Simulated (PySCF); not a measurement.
Method: delta-SCF UKS SCAN, pcX-2 on the ionised atom, pcseg-1 elsewhere, spin-free X2C (PySCF 2.14.0). Geometries: PBE0-D3(BJ)/def2-SVP; isolated species, one conformer each. Values against the vacuum level.

Question: Rank by computed C 1s binding energy, lowest first.
A. C6 in `[CH3:1][O:2][C:3](=[O:4])[P:5]([CH3:6])[CH2:7][S:8][CH3:9]`
B. C6 in `[F:1][C@@H:2]1[CH2:3][CH2:4][O:5][CH2:6][C@@H:7]([F:8])[CH2:9]1`
C. C2 in `[CH3:1][C:2]1([F:3])[CH2:4][CH2:5]1`
D. C2 in `[CH3:1][CH2:2]/[CH:3]=[CH:4]/[F:5]`

Answer: A (290.58 eV), D (291.09 eV), B (292.43 eV), C (292.91 eV).

The highest is bonded to F and 3 C, the lowest to 3 H and P; the range is 2.33 eV.
